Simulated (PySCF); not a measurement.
Computed shifts of a molecule CHF2NOSi, PBE/pcSseg-1 (PySCF), GIAO, gas phase, equivalent atoms averaged, in ppm (number of nuclei): ²⁹Si: -73.3 (1). ¹⁹F: -159.1 (2). ¹⁵N: 58.1 (1). ¹³C: 120.3 (1). ¹H: 4.98 (1). References: ²⁹Si against TMS (σ = 335.4 ppm); ¹⁹F against CFCl3 (σ = 133.6 ppm); ¹⁵N against NH3 (σ = 267.0 ppm); ¹³C against TMS (σ = 182.0 ppm); ¹⁷O against H2O (σ = 334.3 ppm); ¹H against TMS (σ = 31.49 ppm), references at their B3LYP-D3(BJ)/def2-TZVP geometries, non-relativistic. Geometry optimised at B3LYP-D3(BJ)/def2-SVP. The values are those of a single conformer.

Question: Pick the molecule that these values belong to.
(A) F[Si]1(F)N=CO1
(B) N#CO[SiH](F)F
(C) O=C=N[SiH](F)F

Answer: C, O=C=N[SiH](F)F
